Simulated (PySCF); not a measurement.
TlF: from constants to spectrum

RHF-CCSD(T) constants of TlF, ¹Σ⁺ (singlet), closed shell (basis Tl def2-SVPD with ECP60, F def2-SVPD; scalar-relativistic core potentials; PySCF 2.14; masses 204.9744 and 18.9984 u):

```
ωe              : 460.9 cm⁻¹
ωexe            : 2.18 cm⁻¹
Be              : 0.21274 cm⁻¹
αe              : 0.00141 cm⁻¹
D (centrifugal) : 1.81e-07 cm⁻¹
De to Tl + F    : 5.13 eV
```

(1) Estimate the standard entropy (1 bar) and heat capacity of the ideal gas at 1000 K, rigid rotor with B0 and harmonic oscillator at the fundamental.

Measured values (Huber and Herzberg, Constants of Diatomic Molecules (1979)): ωe = 477.3 cm⁻¹, ωexe = 2.3 cm⁻¹, Be = 0.223150163 cm⁻¹, αe = 0.00150385 cm⁻¹.

Correlated steps freeze 5 core orbitals. Correlated levels converge slowly with the basis: in double zeta they bind strong bonds too weakly, by up to about 1 eV, and carry superposition errors of some tenths. These are scalar-relativistic numbers at best; spin–orbit coupling would shift them, the dissociation energy most. Where the molecule has an RHF reference, its open-shell atoms are computed with UHF.

## Answers

(1) Translation (Sackur–Tetrode, M = 223.97 u): 201.5 J/(mol K). Rotation: q = kT/(σB0) = 3280 with σ = 1, 75.6. Vibration: x = hcν0/kT = 0.657, 11.96. S° = 289.1 J/(mol K); Cp = 7R/2 + 8.02 = 37.1 J/(mol K).
